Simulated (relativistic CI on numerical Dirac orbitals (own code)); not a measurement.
**What each ingredient does to the levels of Au23+**

Base calculation: Dirac-Coulomb-Breit CI, KLI orbitals optimised for each configuration, a model potential for QED, unscaled Slater integrals.

Configuration list (outside the closed core [Ar] 3d10): 4s2 4p6 4d10 4f10, 4s2 4p6 4d10 4f9 5s, 4s2 4p6 4d10 4f8 5s2, 4s2 4p6 4d10 4f9 5p, 4s2 4p6 4d10 4f8 5s 5p, 4s2 4p6 4d9 4f11, 4s2 4p6 4d8 4f12, 4s2 4p5 4d10 4f11, 4s2 4p6 4d10 4f9 5f, 4s2 4p6 4d10 4f9 6s, 4s 4p6 4d10 4f11, 4s2 4p4 4d10 4f12, 4p6 4d10 4f12, 4s 4p5 4d10 4f12. Levels of other configurations are missing.

Variants: (1) QED terms removed; (2) configuration mixing switched off. Shifts of the energy above 4s2 4p6 4d10 4f10 5I_8, in cm⁻¹, for the lowest level and the first level of each name with at least 55 % of one term (blank where a level changes its place among those of its configuration and J or its character, or is not in the variant):

```csv
Level,Base,Δ(1),Δ(2)
4s2 4p6 4d10 4f10 5I_8,0.0,0.0,0.0
4s2 4p6 4d10 4f10 5I_7,26686.1,-118.0,-37.1
4s2 4p6 4d10 4f10 5I_6,37001.9,-93.5,+1225.5
4s2 4p6 4d10 4f10 5G_6,60860.1,-96.1,+2892.5
4s2 4p6 4d10 4f10 5F_3,64580.1,-120.7,+3559.1
4s2 4p6 4d10 4f10 3L_9,75759.8,-100.4,-969.3
4s2 4p6 4d10 4f10 3K_7,76014.0,-144.1,+481.5
4s2 4p6 4d10 4f10 3H_6,81031.5,-171.5,+2691.2
4s2 4p6 4d10 4f10 3K_6,90282.4,-169.1,+1285.2
4s2 4p6 4d10 4f10 3M_10,90644.4,-111.8,-1692.4
4s2 4p6 4d10 4f10 3P_1,99916.6,-211.0,+4227.9
4s2 4p6 4d10 4f10 3P_0,100778.1,-147.0,+5270.2
4s2 4p6 4d10 4f10 3I_7,105255.5,-171.6,+1196.2
4s2 4p6 4d10 4f10 3I_6,108578.0,-135.9,+2569.4
4s2 4p6 4d10 4f10 3L_7,115666.8,-220.5,+35.2
4s2 4p6 4d10 4f10 3M_9,117473.9,-229.7,-1546.0
4s2 4p6 4d10 4f10 5D_1,120207.1,-180.2,+5627.0
4s2 4p6 4d10 4f10 3H_5,121709.6,-307.0,+3257.6
4s2 4p6 4d10 4f10 5D_0,125306.2,-178.4,+5925.9
```

At this charge energies of transitions that change n are usually good to better than 1 %, and those within a shell (Δn = 0) to a few per cent. Terms inside the open d or f shell come out 10 to 20 % too wide with unscaled integrals.

Ionisation energy from the two ground configurations alone: base 705.248 eV. The NIST ASD value (theoretical) is 710 eV.

LS names give the leading component of a level, which can be under half, so a name can repeat, a term be missing and a line seem to break the LS rules.
